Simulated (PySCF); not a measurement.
C7H12N (doublet state).
Z-matrix (Å and degrees, GFN2-xTB geometry), rows numbered from 1:
```
C 
N   1  1.3878
C   2  1.4394  1  119.84
C   3  1.5513  2  114.67  1   -73.22
C   4  1.5325  3  106.04  2  -148.77
C   5  1.5146  4  105.00  3    26.72
C   6  1.4985  5  116.76  4    48.37
C   6  1.4979  5  108.43  4   -16.85
H   1  1.0737  2  115.87  3   175.80
H   1  1.0744  2  115.93  3   -38.82
H   2  1.0121  1  114.02  3  -138.98
H   3  1.0963  2  107.05  1    48.65
H   4  1.0909  3  109.00  2   -29.66
H   4  1.0883  3  111.42  2    88.75
H   5  1.0917  4  110.51  3   -90.90
H   5  1.0912  4  111.84  3   148.74
H   6  1.0803  5  117.53  4  -160.06
H   7  1.0798  6  117.83  8  -107.29
H   7  1.0787  6  118.87  8   109.26
H   8  1.0799  3  117.31  2   -75.30
```

The hyperfine couplings belong to this conformer and change with its torsions.

The species is `[CH2]N[C@@H]1CC[C@@H]2C[C@@H]21` [radical].

Level of theory: UKS B3LYP, pcH-1 on C H N, non-relativistic, mean-field spin-orbit, GIAO (PySCF). Geometry: GFN2-xTB, one conformer, isolated molecule. A GFN2-xTB geometry isn't a minimum of the functional, and hyperfine couplings can be far from their values at a DFT geometry. Stability of the SCF solution: not tested.

**Question.** Give the principal g shifts and their parts.

**Answer.** 
```
                    Δg (ppm)     1     2     3
relativistic mass correction  -173  -173  -173
            gauge correction     6    41    33
   orbital Zeeman/spin–orbit    -4   610  1331
                       total  -172   478  1191
```

So g = 2.00215, 2.00280, 2.00351 and g_iso = 2.00282; the tensor is rhombic: the two nearest values differ by 48 % of g3 − g1. Axes: g2 points within 12° of the C1–N2 bond.

**Question.** What are the electron Larmor frequencies g μB B/h along the three axes at 330 mT?

**Answer.** 9.2474, 9.2504, 9.2537 GHz for g1, g2 and g3, a range of 6.3 MHz.

**Question.** Average each term over the three axes. Which is largest in size?

**Answer.** The orbital-Zeeman/spin–orbit term 646, the mass correction -173 and the gauge correction 27 ppm, for a total of 499 ppm. The orbital-Zeeman/spin–orbit term is the largest in size. The mass correction is the same along every axis, so the anisotropy comes from the other two: their spans along these axes are 35 (gauge) and 1335 ppm (orbital Zeeman/spin–orbit).

**Question.** What effective moment and Curie constant follow for a powder?

**Answer.** With the mean of g² = 4.0113 and S(S+1) = 0.75: μ_eff = √(⟨g²⟩S(S+1)) = 1.734 μB and χT = 0.12505·⟨g²⟩·S(S+1) = 0.376 cm³ K/mol (cgs; spin-Hamiltonian part alone).

**Question.** In a frozen sample, at which fields do the three g values resonate at 9.5, 34, 94 and 263 GHz (hyperfine left aside), and which band first spreads them over more than twice a line width of 1.0 mT?

**Answer.** 
| band | GHz | B(g3) mT | B(g2) mT | B(g1) mT | spread mT |
| --- | --- | --- | --- | --- | --- |
| X | 9.5 | 338.78 | 338.90 | 339.01 | 0.23 |
| Q | 34.0 | 1212.48 | 1212.91 | 1213.31 | 0.83 |
| W | 94.0 | 3352.16 | 3353.35 | 3354.44 | 2.28 |
| J | 263.0 | 9378.92 | 9382.25 | 9385.30 | 6.38 |

The spread grows in proportion to the frequency. W band is the first where it exceeds 2.0 mT.

The largest Mulliken spin populations are on C1 (+0.84) and N2 (+0.20). The angles at C1 add up to 350.2°, so it is slightly pyramidal.

The HOMO–LUMO gaps are 4.92 eV among the α and 6.78 eV among the β orbitals.
